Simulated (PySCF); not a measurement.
C3H3FO2, SMILES C1(F)=COCO1.

The structure is a stationary point at B3LYP-D3(BJ)/def2-SVP. A frequency run showed that this geometry is not a minimum. One conformer was computed; it need not be the lowest.

Two levels are set side by side: PBE/def2-TZVP (PySCF) and M06-2X/def2-TZVP (PySCF). Same geometry, gas phase. Differences are taken from unrounded values.

| quantity | M06-2X | PBE | PBE minus M06-2X |
|---|---|---|---|
| orbital gap (eV) | 9.30 | 4.66 | -4.64 |
| highest occupied level (eV) | -7.24 | -4.56 | 2.68 |
| lowest empty level (eV) | 2.07 | 0.10 | -1.96 |
| dipole moment (D) | 1.02 | 0.87 | -0.15 |
| mean polarisability (bohr³) | 39.5 | 41.4 | 2.0 |

PBE's occupied levels lie high since its potential decays too fast outside the molecule; exact exchange lowers them and widens the gap. PBE's more diffuse valence density responds more strongly to a field. Differences between two approximate levels are no errors against the true value.

Rough cost on one machine, each run with all the roots and properties that it gave: M06-2X against PBE about 3 times.
